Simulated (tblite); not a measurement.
Compound: C6H9P.
Geometry (GFN2-xTB, Å), atoms numbered from 1 in this order:
```
atom  x, y, z in Å
C1     3.1776   -1.9175    0.0222
C2     2.0649   -1.4840    0.1077
C3     0.7400   -0.9225    0.1957
P4     0.8557    0.9372    0.4610
C5    -0.8462    1.3699   -0.0692
C6    -1.0785    2.1390   -1.1237
C7    -1.9326    0.8715    0.8348
H8     4.1436   -2.3192   -0.0476
H9     0.2140   -1.3563    1.0526
H10    0.1774   -1.1315   -0.7198
H11    1.4512    1.1973   -0.7806
H12   -0.2833    2.5030   -1.7533
H13   -2.0778    2.4426   -1.3951
H14   -2.8743    1.3762    0.6299
H15   -1.6585    1.0385    1.8768
H16   -2.0806   -0.2003    0.6971
```

Computed values, GFN2-xTB/tblite, gas phase, harmonic and unscaled. Errors from tens to a few hundred cm⁻¹ against measured bands are possible. Modes of hydrogen on phosphorus can be 10 to 20 % off. One conformer, not necessarily the lowest.

Harmonic wavenumbers (cm⁻¹): 41.6, 60.8, 101.7, 119.9, 173.7, 289.8, 297.5, 353.9, 392.6, 437.9, 621.0, 635.1, 641.1, 678.2, 703.1, 748.1, 852.6, 889.2, 927.6, 948.9, 1001.8, 1010.6, 1036.7, 1105.7, 1176.9, 1192.1, 1393.3, 1403.9, 1413.1, 1474.6, 1480.2, 1682.0, 2255.1, 2286.0, 2918.8, 2928.3, 2988.2, 3004.5, 3029.1, 3077.1, 3107.5, 3401.9.

A = 5286, B = 1070, C = 995.7 MHz; mass 112.044 u (most abundant isotopes); point group C1, symmetry number 1.

**Question.** Zero-point energy?

**Answer.** ½Σν̃ = 27141 cm⁻¹ = 77.60 kcal/mol.

**Question.** Give the ideal-gas entropy at 298.15 K and 1 bar in the rigid-rotor, harmonic-oscillator model (classical rotation).

**Answer.** Translation 40.08, rotation 28.44, vibration 27.54: S = 96.1 cal/(mol K).

**Question.** And Cp and H(298.15 K) − H(0)?

**Answer.** Cp = 35.09 cal/(mol K), of which vibrations give 27.14 (their classical limit is 42 R = 83.5); H(298.15 K) − H(0) = 6.56 kcal/mol without the zero-point energy, 4.19 from vibrations.

**Question.** How do the functions run with temperature in this model?

**Answer.** 
```tsv
T (K)	S (cal/(mol K))	Cp (cal/(mol K))	H − H(0) (kcal/mol)	G − H(0) (kcal/mol)	ln q(vib)
100	68.8	18.0	1.31	-5.57	1.92
200	83.9	26.5	3.53	-13.24	4.44
300	96.3	35.2	6.62	-22.26	6.84
500	117.9	49.6	15.20	-43.74	11.47
800	144.4	63.2	32.29	-83.23	17.93
1000	159.2	69.2	45.57	-113.62	21.86
```

q(vib) and H(0) count from the zero-point level.

**Question.** Blend soft modes into free rotors: weight 1/[1 + (100 cm⁻¹/ν̃)⁴] for the oscillator and the rest for a rotor with moment μB/(μ + B), μ = h/(8π²ν), B = 10⁻⁴⁴ kg m². What vibrational entropy results?

**Answer.** 24.76 cal/(mol K) in place of 27.54, which changes −T·S at 298.15 K by +0.83 kcal/mol.

**Question.** Which modes carry the vibrational entropy at 298.15 K?

**Answer.** 41.6 cm⁻¹: 5.18; 60.8 cm⁻¹: 4.43; 101.7 cm⁻¹: 3.42; 119.9 cm⁻¹: 3.10; 173.7 cm⁻¹: 2.40; 289.8 cm⁻¹: 1.48 cal/(mol K); the other 36 give 7.54 together.

Hindered rotation and anharmonicity are outside this model. Other conformers, if any are populated, would add a mixing term that is left out. The structure is chiral; the term R ln 2 for an equal mix with its mirror image is left out.
